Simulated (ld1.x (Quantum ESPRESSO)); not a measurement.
**iodine (I): one change to an ultrasoft potential, before and after**

```
Element                 : I (Z = 53)
Generator               : ld1.x (Quantum ESPRESSO) 7.5
Type                    : ultrasoft
Functional              : BLYP
Relativity              : scalar-relativistic
Frozen core             : [Kr] 4d10
Valence charge          : 7
Reference configuration : 5s2 5p5
Partial waves           : 5s (bound): rcut 1.60, rcutus 1.85 bohr; 5s channel at -0.35 Ry: rcut 1.60, rcutus 1.85 bohr; 5p (bound): rcut 1.80, rcutus 2.20 bohr; 5p channel at -0.2 Ry: rcut 1.80, rcutus 2.20 bohr
Local potential         : all-electron potential smoothed inside 2.00 bohr (lloc = -1)
Core correction         : none
Augmentation charge     : PSQ, radius 1.60 bohr
```

Change: waves 5s (bound): rcut 1.60, rcutus 2.74 bohr; 5s channel at -0.35 Ry: rcut 1.60, rcutus 2.74 bohr.

Cutoffs: the cutoffs (Ry, on a coarse ladder) from which the occupation-weighted sum of valence levels, in a spherical-Bessel basis at the reference potential, stays within 10 and 1 mRy of its value at 400 Ry; they do not see the model core or the augmentation charge, which bear on the density cutoff. Errors are all-electron minus pseudo energies relative to the spin-unpolarised reference configuration.

Q: Predict the effect on cutoff, ghosts and configuration errors.

A: The potential gets softer (12 Ry and 21 Ry → 10 Ry and 15 Ry); both files keep a bound ghost (d); of the 7 tests that both files solve, the error grows in 6 and shrinks in 0 by more than 15 % and 0.3 meV (median size 4.7 → 18.5 meV). A larger radius leaves more room for a smooth pseudo-wave, so fewer plane waves are needed. More of the atom is replaced by a form fitted at one configuration, so other configurations suffer.

```tsv
quantity	base	changed
cutoff, loose	12 Ry	10 Ry
cutoff, tight	21 Ry	15 Ry
loose cutoff by channel (10 mRy a level)	s 8 Ry, p 6 Ry	s 6 Ry, p 6 Ry
bound ghosts	d	d
error for 5s2 5p4, meV [ΔE 10.96 eV]	-1.2	+1.6
error for 5s2 5p3, meV [ΔE 30.65 eV]	-6.1	+19
error for 5s2 5p2, meV [ΔE 59.87 eV]	+23	+56
error for 5s1 5p5, meV [ΔE 21.98 eV]	+4.7	+21
error for 5s2 5p1, meV [ΔE 99.28 eV]	+58	+174
error for 5s2 5p5.3, meV [ΔE -1.73 eV]	-2.1	+2.0
error for 5s2 5p4.5, meV [ΔE 4.45 eV]	+1.8	+2.3
lowest overlap eigenvalue by channel	s 0.38, p 0.54	s 0.12, p 0.54
```

 A true bound ghost makes a file unfit for plane-wave use even where its test errors are small: the radial tests pick states by their node count and pass the ghost by.
